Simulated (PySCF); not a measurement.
# Two-component Hartree-Fock for Tl (thallium, neutral)

Start: [Xe] 4f14 5d10 6s1 6p2; 6s1/2 filled at m_j = +1/2; 6p3/2 filled at m_j = +1/2, +3/2. Calculated with PySCF 2.14 in x2c-TZVPall-2c: generalised Hartree-Fock with the X2C-1e Hamiltonian and a Gaussian nucleus; spin-orbit coupling (SO) screened by Boettger's factors. This is a chosen level, not necessarily the ground level.

| spinor shell | electrons | ε, screened SO (eV) | weight of nominal j (screened SO) | rms radius, screened SO (bohr) |
| --- | --- | --- | --- | --- |
| 1s1/2 | 2 | -85981.9 | 1.000 | 0.0184 |
| 2s1/2 | 2 | -15462.7 | 1.000 | 0.0743 |
| 2p1/2 | 2 | -14818.5 | 1.000 | 0.0628 |
| 2p3/2 | 4 | -12747.8 | 1.000 | 0.0710 |
| 3s1/2 | 2 | -3762.7 | 1.000 | 0.189 |
| 3p1/2 | 2 | -3473.2 | 1.000 | 0.181 |
| 3p3/2 | 4 | -3006.3 | 1.000 | 0.197 |
| 3d3/2 | 4 | -2534.2 | 1.000 | 0.173 |
| 3d5/2 | 6 | -2435.0 | 1.000 | 0.178 |
| 4s1/2 | 2 | -879.35 | 1.000 | 0.416 |
| 4p1/2 | 2 | -753.57 | 1.000 | 0.420 |
| 4p3/2 | 4 | -638.48 | 1.000 | 0.454 |
| 4d3/2 | 4 | -432.96 | 1.000 | 0.465 |
| 4d5/2 | 6 | -410.88 | 1.000 | 0.476 |
| 5s1/2 | 2 | -154.31 | 1.000 | 0.943 |
| 4f5/2 | 6 | -142.85 | 1.000 | 0.509 |
| 4f7/2 | 8 | -138.28 | 1.000 | 0.511 |
| 5p1/2 | 2 | -110.08 | 1.000 | 1.02 |
| 5p3/2 | 4 | -89.166 | 1.000 | 1.11 |
| 5d3/2 | 4 | -26.034 | 0.992 | 1.44 |
| 5d5/2 | 6 | -23.470 | 0.995 | 1.50 |
| 6s1/2 | 1 | -15.684 | 0.999 | 2.74 |
| 6p3/2 | 2 | -6.554 | 0.722 | 3.80 |

```
   quantity   screened SO
E (hartree)  -20264.94727
        M_J           5/2
       ⟨J²⟩         8.767
       ⟨L²⟩         2.425
       ⟨S²⟩         3.790
```

Each row is a mean over spinors that exchange with the open shell spreads, by up to 0.884 eV (6p3/2).

Rows whose weight is well below 1 are mixtures of j = l ± 1/2: exchange outweighs spin-orbit coupling there, and the label is only the starting occupation.

Breit and QED terms are absent; they matter most for the inner s and p1/2 levels.

Densities and radii are taken from the X2C orbitals without a picture-change correction, which distorts them close to the nucleus.
